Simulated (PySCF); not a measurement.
## Assignment exercise: C$_{8}$H$_{13}$N

Numbering as in the mapped SMILES `[CH2:1]=[N:2][C@@H:3]1[CH2:4][CH2:5][CH2:6][C:7](=[CH2:8])[CH2:9]1`. Hydrogens are named by the atom that carries them. Ha(C1) is cis to C3; Ha(C8) is cis to C6; Ha(C4), Ha(C5), Ha(C6), Ha(C9) are cis to N2 on the ring; Hb(C1) is trans to C3; Hb(C8) is trans to C6; Hb(C4), Hb(C5), Hb(C6), Hb(C9) are trans to N2 on the ring.

PySCF 2.14.0 with density-fitted response routines calculation with PBE0-D3(BJ)/def2-SVP structure and PBE0/pcSseg-1 with gauge-including orbitals; no relativistic terms, in vacuum, one conformer.

Scale: ¹³C, ¹H vs TMS (reference shieldings calculated alike).

(1) Assign these signals to the numbered atoms. ¹³C{¹H} NMR (computed): δ 155.6, 155.1, 116.6, 77.8, 46.0, 37.2, 36.5, 27.8.

(2) Assign these signals to the numbered atoms. ¹H NMR (400 MHz, computed): δ 7.63 (d, 1H), 7.12 (d, 1H), 5.07 (m, 1H), 5.02 (m, 1H), 2.46 (m, 1H), 2.42 (m, 1H), 2.11 (m, 1H), 2.00 (m, 1H), 1.92 (m, 1H), 1.73 (m, 1H), 1.71 (m, 1H), 1.39 (m, 1H), 1.29 (m, 1H).

## Answers

(1) 
155.6 → C7, fully substituted alkene carbon: the olefinic region
155.1 → C1, C=N carbon
116.6 → C8, terminal =CH2 carbon: the olefinic region
77.8 → C3, sp3 CH bonded to N: pulled downfield by the heteroatom
46.0 → C9, allylic sp3 CH2: a saturated carbon with 2 carbon neighbours and no heteroatom attached
37.2 → C6, allylic sp3 CH2
36.5 → C4, sp3 CH2 in a ring: a saturated carbon with 2 carbon neighbours and no heteroatom attached
27.8 → C5, sp3 CH2 in a ring

C7 and C1; C6 and C4 lie closer than the usual error of such a calculation, so a measured spectrum could show them in the other order.

(2) 
7.63 → Ha(C1), hydrogen on a C=N carbon
7.12 → Hb(C1), hydrogen on a C=N carbon
5.07 → Ha(C8), hydrogen on a terminal =CH2 carbon: attached to an sp2 carbon and in the plane of the double bond
5.02 → Hb(C8), hydrogen on a terminal =CH2 carbon
2.46 → H(C3), hydrogen on an sp3 CH bonded to N: its carbon carries N, which withdraws density
2.42 → Ha(C9), hydrogen on an allylic sp3 CH2: allylic position
2.11 → Hb(C6), hydrogen on an allylic sp3 CH2
2.00 → Ha(C6), hydrogen on an allylic sp3 CH2
1.92 → Hb(C9), hydrogen on an allylic sp3 CH2
1.73 → Ha(C4), hydrogen on an sp3 CH2 in a ring
1.71 → Ha(C5), hydrogen on an sp3 CH2 in a ring
1.39 → Hb(C4), hydrogen on an sp3 CH2 in a ring
1.29 → Hb(C5), hydrogen on an sp3 CH2 in a ring

Ha(C8) and Hb(C8); H(C3) and Ha(C9); Hb(C6) and Ha(C6); Ha(C6) and Hb(C9); Ha(C4) and Ha(C5); Hb(C4) and Hb(C5) lie closer than the usual error of such a calculation, so a measured spectrum could show them in the other order.

Shifts are as computed. Against solution values, carbons near 30 ppm lie about +2 ppm off and those near 130 ppm about +5 ppm. Of 1211 compounds with measured shifts, 218 miss one by over three times the rms of a fit or turn the order of signals round; such compounds aren't used in these exercises. Multiplicities follow the n + 1 count of equivalent neighbours, as no J values were calculated; m marks all less simple cases, F and P coupling included.
